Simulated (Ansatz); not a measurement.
Input for Ansatz (a first-principles code): R-PBE0/def2-TZVPP on H3NSeTe (SMILES N[Te][SeH]), a point of a torsion scan. Elements past Kr take the def2 small-core potentials; no spin–orbit coupling.

Ansatz 0.2 input:
```yaml
crystal:
  periodic: [false, false, false]
  atoms:
    - {symbol: N, position_ang: [-1.15940312, 0.16661482, -0.13407096]}
    - {symbol: Te, position_ang: [0.05846982, -1.08141118, 0.93098234]}
    - {symbol: Se, position_ang: [2.09872712, -0.46232460, -0.33819896]}
    - {symbol: H, position_ang: [-1.91727901, -0.33308160, -0.57766089]}
    - {symbol: H, position_ang: [-1.56601111, 0.88850282, 0.44416163]}
    - {symbol: H, position_ang: [2.04212680, -1.45021193, -1.39761257]}
basis:
  gaussian:
    orbitals: def2-TZVPP
hamiltonian:
  xc: {name: PBE0}
scf: {lower_state_search: off}
```

**Question.** Give the final energy of this run.

**Answer.** -2725.8371 hartree.
